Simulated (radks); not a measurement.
Numerical settings for the xenon ion Xe16+, [Kr] 4d2. All-electron calculation, scalar-relativistic Kohn-Sham, SCAN, spin-polarised, spherical densities, finite nucleus; open shells are filled with parallel spins first (spin-orbit coupling, left out, can overturn this in heavy ions); meta-GGA in the generalised Kohn-Sham scheme; Fermi nuclear charge, rms radius 4.7859 fm. Program: a radial shooting solver on a logarithmic mesh with Libxc functionals. The defaults (mesh step 0.008 in ln r, mesh end at 40 bohr or more with all orbitals vanishing there, Anderson mixing 0.5 over 9 steps, residual threshold near 1e-9 with the energy settled to 1e-9 hartree or 1e-11 of itself, here a cap of 55 iterations) give E = -7352.361 hartree and 4d at -389.23 eV in 14 iterations. Run on one thread of a shared host, so times are rough (Intel(R) Xeon(R) Platinum 8488C): 0.19 s of CPU time, 0.19 s wall, 14 iterations on 2189 mesh points. Changes against that run (0 stands for a change within the tolerance of the run):

setting                    iterations  converged  E (mhartree)  e(4d) (meV)  CPU (s)
mesh step in ln r 0.05             12        yes          +141         +107     0.04
mesh step in ln r 0.003            19        yes         +0.33         +1.3     0.61
mesh step in ln r 0.2              55         no      diverged            -     0.26
mesh end (bohr) 12                 14        yes        -0.418        -1.17     0.19
mesh end (bohr) 8                  14        yes        -0.245       -0.582     0.18
residual threshold 0.01            11        yes             0       +0.158     0.16
residual threshold 0.001           11        yes             0       +0.158     0.16
mixing 1                           13        yes             0       +0.015     0.18
linear mixing, mixing 0.5          28        yes             0      +0.0158     0.33
linear mixing, mixing 0.8          47         no      diverged            -     0.37
mixing history 20                  15        yes             0     +0.00826      0.2
iteration cap 3                     3         no          +105    -5.11e+03     0.05

Settings that end as converged yet miss the energy by more than 1 mhartree: mesh step in ln r 0.05 (+0.141 hartree). A mesh that ends early acts as a hard wall.
